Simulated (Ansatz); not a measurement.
Born–Oppenheimer molecular dynamics of GeH4O2 (7 atoms, charge 0, multiplicity 1). It starts from a relaxed structure.

All numbers below come from RHF/def2-SVP (Ansatz).

```json
{
  "ensemble": "NVT, Langevin thermostat",
  "time step": "0.25 fs",
  "steps asked": "166",
  "set temperature": "1000 K",
  "friction": "0.001 /fs",
  "temperature schedule": "41 steps to 1000 K, then 125 steps to 2000 K",
  "seed": "320983"
}
```

Frames 1.25 fs apart, positions in Å, forces in eV/Å.

Velocities at 22.5 fs (Å/ps):

```
Ge -3.20 2.72 2.69
O 5.33 5.76 -7.21
H 21.67 29.87 3.72
O 6.65 -7.85 -1.46
H -8.84 -9.83 -15.53
H 25.61 -36.07 -14.88
H -3.94 -25.32 22.03
```

```xyz
7
Properties=species:S:1:pos:R:3:forces:R:3 time_fs=22.5 energy_less_start_eV=0.207 T=601
Ge -0.200 -0.068 -0.102 1.30 -0.49 0.03
O -0.209 0.295 1.619 -1.22 0.79 -1.19
H 0.310 -0.026 2.310 0.92 -0.79 0.69
O 1.381 -0.823 -0.535 -0.36 1.02 -0.11
H 2.030 -0.202 -0.871 -0.51 -0.60 0.35
H -0.226 1.326 -0.788 -0.34 -0.55 0.10
H -1.246 -1.157 -0.454 0.21 0.62 0.13
7
Properties=species:S:1:pos:R:3:forces:R:3 time_fs=23.75 energy_less_start_eV=0.234 T=572
Ge -0.204 -0.064 -0.099 1.58 -1.52 -0.12
O -0.203 0.303 1.609 -0.51 0.42 0.13
H 0.342 0.007 2.318 0.17 -0.31 -0.33
O 1.388 -0.833 -0.537 -1.20 0.61 0.28
H 2.015 -0.218 -0.886 0.07 -0.07 0.05
H -0.198 1.279 -0.807 -0.45 0.04 -0.14
H -1.248 -1.183 -0.425 0.34 0.83 0.14
7
Properties=species:S:1:pos:R:3:forces:R:3 time_fs=25 energy_less_start_eV=0.313 T=504
Ge -0.207 -0.061 -0.095 1.88 -2.38 -0.18
O -0.198 0.312 1.600 0.21 0.17 1.37
H 0.375 0.036 2.323 -0.55 0.06 -1.27
O 1.395 -0.843 -0.538 -2.01 0.13 0.72
H 2.000 -0.235 -0.901 0.67 0.50 -0.31
H -0.179 1.232 -0.828 -0.50 0.66 -0.43
H -1.246 -1.193 -0.393 0.32 0.87 0.09
7
Properties=species:S:1:pos:R:3:forces:R:3 time_fs=26.25 energy_less_start_eV=0.371 T=449
Ge -0.211 -0.058 -0.092 2.21 -2.88 -0.24
O -0.193 0.322 1.592 0.34 0.23 1.76
H 0.400 0.067 2.312 -0.68 0.10 -1.39
O 1.399 -0.853 -0.539 -2.16 0.21 0.82
H 1.993 -0.246 -0.922 0.66 0.50 -0.33
H -0.164 1.193 -0.856 -0.53 1.11 -0.64
H -1.241 -1.189 -0.361 0.17 0.74 0.02
7
Properties=species:S:1:pos:R:3:forces:R:3 time_fs=27.5 energy_less_start_eV=0.369 T=428
Ge -0.214 -0.056 -0.089 2.54 -2.81 -0.46
O -0.188 0.332 1.586 -0.24 0.56 1.20
H 0.414 0.099 2.281 -0.06 -0.14 -0.61
O 1.401 -0.862 -0.539 -1.73 0.78 0.54
H 1.997 -0.252 -0.945 0.10 -0.04 0.01
H -0.155 1.168 -0.892 -0.55 1.16 -0.62
H -1.238 -1.173 -0.329 -0.05 0.49 -0.06
7
Properties=species:S:1:pos:R:3:forces:R:3 time_fs=28.75 energy_less_start_eV=0.374 T=418
Ge -0.216 -0.055 -0.086 2.91 -2.18 -0.91
O -0.183 0.343 1.581 -1.18 0.95 0.26
H 0.428 0.128 2.242 0.92 -0.46 0.51
O 1.401 -0.870 -0.539 -1.30 1.30 0.24
H 2.003 -0.261 -0.967 -0.43 -0.53 0.37
H -0.153 1.161 -0.938 -0.56 0.79 -0.32
H -1.234 -1.149 -0.300 -0.37 0.13 -0.16
7
Properties=species:S:1:pos:R:3:forces:R:3 time_fs=30 energy_less_start_eV=0.384 T=429
Ge -0.218 -0.054 -0.084 3.27 -1.32 -1.47
O -0.178 0.354 1.577 -1.34 1.03 0.21
H 0.457 0.145 2.211 1.15 -0.47 0.73
O 1.398 -0.878 -0.537 -1.06 1.57 0.07
H 2.006 -0.276 -0.987 -0.74 -0.78 0.60
H -0.159 1.167 -0.987 -0.55 0.25 0.11
H -1.232 -1.122 -0.273 -0.73 -0.27 -0.25
7
Properties=species:S:1:pos:R:3:forces:R:3 time_fs=31.25 energy_less_start_eV=0.372 T=443
Ge -0.219 -0.053 -0.081 3.42 -0.65 -1.99
O -0.175 0.367 1.574 -0.46 0.78 1.13
H 0.502 0.157 2.188 0.35 -0.17 -0.04
O 1.394 -0.885 -0.536 -1.33 1.33 0.28
H 1.998 -0.302 -0.999 -0.51 -0.51 0.42
H -0.173 1.175 -1.033 -0.51 -0.24 0.52
H -1.237 -1.100 -0.245 -0.96 -0.55 -0.32
7
Properties=species:S:1:pos:R:3:forces:R:3 time_fs=32.5 energy_less_start_eV=0.373 T=449
Ge -0.220 -0.052 -0.079 3.27 -0.34 -2.40
O -0.172 0.380 1.571 0.51 0.53 1.91
H 0.549 0.170 2.166 -0.52 0.12 -0.71
O 1.388 -0.891 -0.534 -1.92 0.79 0.75
H 1.986 -0.335 -1.007 0.04 0.06 -0.03
H -0.198 1.181 -1.071 -0.44 -0.57 0.81
H -1.253 -1.086 -0.220 -0.94 -0.60 -0.33
7
Properties=species:S:1:pos:R:3:forces:R:3 time_fs=33.75 energy_less_start_eV=0.357 T=456
Ge -0.220 -0.051 -0.077 2.75 -0.48 -2.62
O -0.169 0.394 1.570 0.98 0.40 2.09
H 0.586 0.185 2.136 -0.90 0.25 -0.87
O 1.381 -0.897 -0.531 -2.29 0.46 1.08
H 1.975 -0.365 -1.018 0.40 0.41 -0.34
H -0.227 1.178 -1.097 -0.34 -0.71 0.95
H -1.288 -1.080 -0.200 -0.59 -0.33 -0.29
7
Properties=species:S:1:pos:R:3:forces:R:3 time_fs=35 energy_less_start_eV=0.300 T=476
Ge -0.220 -0.051 -0.077 2.01 -0.87 -2.56
O -0.163 0.409 1.571 0.79 0.41 1.64
H 0.611 0.201 2.098 -0.62 0.19 -0.52
O 1.372 -0.903 -0.527 -2.17 0.52 1.04
H 1.969 -0.389 -1.032 0.30 0.35 -0.29
H -0.260 1.163 -1.107 -0.24 -0.66 0.92
H -1.331 -1.082 -0.186 -0.06 0.07 -0.22
7
Properties=species:S:1:pos:R:3:forces:R:3 time_fs=36.25 energy_less_start_eV=0.250 T=496
Ge -0.219 -0.050 -0.076 1.30 -1.27 -2.31
O -0.157 0.424 1.574 0.17 0.49 0.88
H 0.627 0.217 2.057 0.08 0.02 0.07
O 1.362 -0.909 -0.522 -1.62 0.87 0.64
H 1.968 -0.406 -1.048 -0.18 -0.02 0.10
H -0.297 1.142 -1.106 -0.15 -0.46 0.77
H -1.371 -1.083 -0.178 0.40 0.38 -0.15
```

Of the whole run (42 fs, mean temperature of the second half 494 K): The schedule's set-point averaged 1668 K over the second half and the system 494 K, so it lags behind the ramp. A run of 0.042 ps of so small a system gives no equilibrium averages.

Run time: 2.8 min on 1 thread of Arm Neoverse V2, with other jobs on the host, peak memory 0.14 GiB.
